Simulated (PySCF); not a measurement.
Hf(IV) with more and more OH

Computed with PySCF 2.14.0, PBE0, def2-SVP on the ligands, density fitting, scalar-relativistic core potentials, no spin-orbit coupling, vacuum. The metal has def2-SVP with ECP60. Each complex is relaxed within the symmetry of its template. Distances are means of the shortest metal–ligand contacts, charges and spins Mulliken's; removal energies are rigid, with the ligand's formal charge and no counterpoise, so too large; for an anion taken off a cation in vacuum most of it is the attraction of opposite charges, and multiply charged cations can part far more cheaply with an electron moved from ligand to metal.

```tsv
complex	point group	M–OH (Å)	charge on M (e)	HOMO–LUMO gap (eV)	removal of one OH (eV)	strongest infrared band, degenerate modes summed (cm⁻¹)	unstable modes (below −25 cm⁻¹)
[Hf(OH)2]2+	C2v	1.811	1.83	6.47	27.92	3666	0
Hf(OH)4	S4, nearly D2d	1.932	1.17	8.58	12.31	282	0
```

Q: What does the calculation give for [Hf(OH)3]+?

A: point group: C3v, M–OH (Å): 1.875, charge on M (e): 1.43, HOMO–LUMO gap (eV): 6.53, removal of one OH (eV): 19.09, strongest infrared band, degenerate modes summed (cm⁻¹): 3935, unstable modes (below −25 cm⁻¹): 0.
```xyz
7

Hf    0.0000    0.0000   -0.5692
O     1.7815    0.0000    0.0148
H     2.6044    0.0000    0.5142
O    -0.8908    1.5429    0.0148
H    -1.3022    2.2554    0.5142
O    -0.8908   -1.5429    0.0148
H    -1.3022   -2.2554    0.5142
```

The more ligands, the longer each bond and the weaker the last ligand is held.

One start shape was tried for each, so a minimum needn't be the lowest isomer.
